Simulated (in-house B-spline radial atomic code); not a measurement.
Removing one electron from I-

Closed shell [Kr] 4d10 5s2 5p6. Computed with an all-electron radial atomic-structure program (B-spline basis): Koopmans values of Dirac-Hartree-Fock plus a diagonal self-energy, in second order or with its direct term screened (direct RPA, with the hole-particle interaction, or full time-dependent Hartree-Fock), linearised in energy; no-pair Dirac-Coulomb Hamiltonian, finite nucleus. Shifts add to the Koopmans value (the ΔSCF shift is orbital relaxation alone); the final value takes TDHF screening with Breit and QED.

Command:
```bash
python run_mb.py task.json out
```
Settings (nuclear radius in fm, box in bohr, cutoff in hartree):
```
basis_form          2
Z                   53
core_configuration  [Kr] 4d10 5s2 5p6
rms_radius          4.75
mass_number         127
speed_of_light      137.036
box_radius          64.98
lmax                7
intervals           69
virtual_cutoff      11236.0
```

Run time, properties included: 3.5 min on 1 thread of Arm Neoverse N1 (shared host).

Energies in eV:

| subshell | Koopmans | ΔSCF shift | second order | direct RPA | hole-particle | TDHF | Breit + QED | final |
| --- | --- | --- | --- | --- | --- | --- | --- | --- |
| 5p3/2 | 3.089 | -0.905 | ? | ? | ? | ? | ? | ? |
| 5p1/2 | 4.207 | -1.063 | -0.120 | 0.294 | -0.107 | -0.128 | -0.008 | 4.071 |

Problem. What does the self-energy do to 5p3/2?

Solution. It shifts the removal energy by 0.058 eV in second order, 0.338 with direct RPA, 0.009 with the hole-particle term and 0.006 with TDHF screening (quasi-particle weight 0.865); Breit and QED add 0.004 eV. The final value is 3.100 eV, against 3.059 eV (NIST, measured).
